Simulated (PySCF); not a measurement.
C2H7FSi3, SMILES F[SiH2]C#C[SiH2][SiH3].

The structure is a stationary point at r2SCAN-D4/def2-SVP. The structure was generated by enumeration, and PubChem lists no compound with its InChIKey, so it may never have been made.

Level of theory: TDDFT-PBE/def2-SVPD in PySCF.

Vertical excitations. Isolated molecule, no solvent.

```
state  energy (eV)  λ (nm)      f                            main pairs
-----  -----------  ------  -----  ------------------------------------
S1            5.01     247  0.000                      HOMO−1→LUMO 94 %
S2            5.13     242  0.112    HOMO→LUMO 78 %, HOMO−1→LUMO+1 19 %
S3            5.27     235  0.002                      HOMO→LUMO+1 94 %
S4            5.95     208  0.234  HOMO−2→LUMO 54 %, HOMO−1→LUMO+1 36 %
S5            6.27     198  0.000                      HOMO−3→LUMO 93 %
S6            6.35     195  0.001                    HOMO−2→LUMO+1 87 %
S7            6.39     194  0.013                      HOMO→LUMO+2 92 %
S8            6.44     192  0.000  HOMO−1→LUMO+2 58 %, HOMO−4→LUMO 40 %
S9            6.45     192  0.001  HOMO−4→LUMO 54 %, HOMO−1→LUMO+2 41 %
S10           6.49     191  0.167                      HOMO−5→LUMO 71 %
T1            4.23     293      0                        HOMO→LUMO 81 %
T2            4.59     270      0    HOMO−1→LUMO 72 %, HOMO→LUMO+1 24 %
T3            4.67     265      0    HOMO−1→LUMO+1 84 %, HOMO→LUMO 13 %
T4            5.06     245      0    HOMO→LUMO+1 74 %, HOMO−1→LUMO 25 %
```
Triplets are in the Tamm–Dancoff approximation, which puts them higher than full response would, so one can lie above its singlet here.
